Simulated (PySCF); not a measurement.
Geometries of 3 isomers of C4H7B, from PBE0-D3(BJ)/def2-SVP geometry optimisation, gas phase (PySCF 2.14.0). One conformer each, no zero-point energy, no frequencies.

Question: Which is lowest in electronic energy at this level?
A.
```xyz
12
angstrom
B      0.047    0.054    0.003
C      1.615    0.019   -0.037
H      1.938   -0.061    1.020
H      2.067    0.941   -0.432
H      2.033   -0.859   -0.550
C     -0.749    1.407    0.022
H     -0.986    1.632   -1.037
H     -0.159    2.258    0.397
H     -1.714    1.355    0.546
C     -0.730   -1.268    0.026
C     -1.350   -2.318    0.040
H     -1.897   -3.243    0.054
```
B.
```xyz
12
angstrom
B      1.630   -0.097    0.494
C      0.175   -0.275   -0.014
C     -1.065    0.042    0.791
C     -1.610    0.799   -0.173
C     -0.472    0.591   -1.143
H      1.914   -0.348    1.644
H      2.516    0.194   -0.278
H      0.238   -1.357   -0.303
H     -1.372   -0.237    1.803
H     -2.535    1.378   -0.241
H     -0.721    0.046   -2.068
H      0.099    1.495   -1.415
```
C.
```xyz
12
angstrom
B      1.905   -0.955    0.616
C      1.249    0.432    0.671
C      0.012    0.743    0.193
C     -0.922   -0.156   -0.454
C     -2.123    0.250   -0.898
H      1.333   -1.910    0.140
H      3.022   -1.120    1.053
H      1.799    1.264    1.127
H     -0.348    1.778    0.290
H     -0.619   -1.200   -0.576
H     -2.447    1.289   -0.788
H     -2.817   -0.440   -1.383
```

Answer: A. That is BMe2(CCH) (`C#CB(C)C`), 9.7 kcal/mol below the next.

```tsv
SMILES	atoms numbered as above	E (Eh)	relative (kcal/mol)	relative (kJ/mol)	dipole (D)
C#CB(C)C	–	-181.08099	0.0	0.0	0.01
B/C=C\C=C	[BH2:1]/[CH:2]=[CH:3]\[CH:4]=[CH2:5]	-181.06558	9.7	40.5	1.97
B[C@H]1C=CC1	[BH2:1][C@H:2]1[CH:3]=[CH:4][CH2:5]1	-181.04455	22.9	95.7	0.61
```
